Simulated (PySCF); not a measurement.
C₂H₂, charge -1, doublet, at the geometry optimised at the base level (a state made from the parent by changing its charge; the spin is typed, not shown lowest) (in this run its highest filled SCF level lies above zero, so its values depend strongly on the basis, on diffuse functions most of all); PBE0/STO-3G, frequencies in PySCF.

PySCF was given this input:
```python
from pyscf import gto, scf, dft
from pyscf.hessian import thermo

mol = gto.M(
    atom='''
C    -0.55707124    0.15244886   -0.29613040
C     0.64001991   -0.02374402    0.10522821
H    -1.53142898   -0.19733861    0.14268440
H     1.03373698   -0.57489046    1.00272872
''',
    basis='sto-3g',
    charge=-1,
    spin=1,
    verbose=3,
)

mf = dft.UKS(mol)
mf.xc = 'pbe0'
mf.grids.level = 5
mf.kernel()
hess = mf.Hessian().kernel()
freq = thermo.harmonic_analysis(mf.mol, hess)
print('frequencies / cm-1', freq['freq_wavenumber'].round(1))
th = thermo.thermo(mf, freq['freq_au'], 298.15, 101325)
thermo.dump_thermo(mf.mol, th)
```

Output, abridged:

```
converged SCF energy = -76.0254084525538  <S^2> = 0.75187997  2S+1 = 2.0018791
frequencies / cm-1 [ 835.2  894.1  975.3 1953.1 2858.3 3029.8]
temperature 298.1500 [K]
pressure 101325.00 [Pa]
Rotational constants [GHz] 370.37488 37.37763 33.95132
Symmetry number 2
Zero-point energy (ZPE) 0.02403 [Eh]   63077.815 [J/mol]
                           tot       elec      trans        rot        vib
Entropy [J/mol/K]       223.057      5.763    149.398     66.103      1.793
Cv [J/mol/K]             31.313      0.000     12.472     12.472      6.370
Cp [J/mol/K]             39.628      0.000     20.786     12.472      6.370
Internal energy [J/mol]                      3718.434   3718.434  63511.808
Internal energy [Eh]   -75.99839  -76.02541
Enthalpy [J/mol]                             6197.391   3718.434  63511.808
Enthalpy [Eh]          -75.99744
Gibbs free energy [J/mol]                  -38345.625 -15990.315  62977.302
Gibbs free energy [Eh] -76.02277
```
